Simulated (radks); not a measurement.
Valence configurations of the neon ion Ne3+ (all share [He]). Calculated with a radial shooting solver on a logarithmic mesh with Libxc functionals: non-relativistic Kohn-Sham, PBEsol, spin-polarised, spherical densities, point nucleus; open shells are filled with parallel spins first. Energies are relative to 2s2 2p3; eigenvalues in eV for spin up.

| valence | E (eV) | moment (Bohr magnetons) | e(2p) | e(2s) |
|---|---|---|---|---|
| 2s2 2p3 | 0.000 | 3 | -83.599 | -105.81 |
| 2s1.5 2p3.5 | 11.399 | 3 | -83.252 | -105.65 |
| 2s1 2p4 | 22.743 | 3 | -82.901 | -105.49 |
| 2s0.5 2p4.5 | 37.715 | 2 | -81.695 | -104.36 |
| 2p5 | 51.219 | 1 | -80.304 | - |

NIST lists [He] 2s2 2p3 as the ground configuration; this level of theory agrees among the configurations tried. The energies are those of spherical high-spin densities, not of single terms.
